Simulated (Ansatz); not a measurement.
Born–Oppenheimer molecular dynamics of CH$_{5}$BrF$_{2}$Si (10 atoms, charge 0, multiplicity 1). It starts at the highest image of a converged band, a first-order saddle point between two minima.

These are results of RKS r2SCAN/def2-SVP (Ansatz 0.2.0), not measurements.

| Item | Value |
| --- | --- |
| ensemble | NVE (velocity Verlet) |
| time step | 0.5 fs |
| steps asked | 200 |
| starting velocities drawn for | 100 K |
| seed | 10240 |

First frame:

```xyz
10
Properties=species:S:1:pos:R:3
Si -0.566 -0.670 -0.502
C 0.697 0.378 0.778
F 0.186 -0.998 -1.886
F -0.161 -2.016 0.333
H -2.016 -0.661 -0.289
H 0.015 0.994 -0.109
Br -1.022 1.739 -1.477
H 0.233 0.062 1.722
H 1.068 1.411 0.917
H 1.567 -0.240 0.514
```

How far do the bonds stretch over the last three quarters of this one trajectory? (Pairs bonded in most of those frames.)


```tsv
bond	mean (Å)	spread (Å)	shortest	longest
Si1–C2	1.873	0.053	1.82	2.02
Si1–F3	1.623	0.023	1.59	1.66
Si1–F4	1.624	0.019	1.60	1.65
Si1–H5	1.477	0.009	1.46	1.49
C2–H8	1.104	0.017	1.07	1.13
C2–H9	1.102	0.007	1.09	1.12
C2–H10	1.105	0.024	1.07	1.15
H6–Br7	1.463	0.081	1.34	1.71
```

Pairs bonded in part of these frames only: Si1–Br7 35 %.

Mean temperature of the second half: 1228 K. The conserved energy stayed within 0.13 meV per atom of its start (net change 0.09 meV per atom), so the integration is sound. The kinetic energy rose, since the run started high on the potential surface and went downhill. It ends in pieces (BrH + CH4F2Si), so much of that is their flight and rotation, not heat. A run of 0.1 ps of so small a system gives no equilibrium averages. The orbitals stay closed-shell, which can raise the energy where a bond breaks towards radicals; this wasn't checked here.

Time of the run: 13 min on 4 threads of Arm Neoverse N1, with other jobs on the host, peak memory 0.23 GiB.
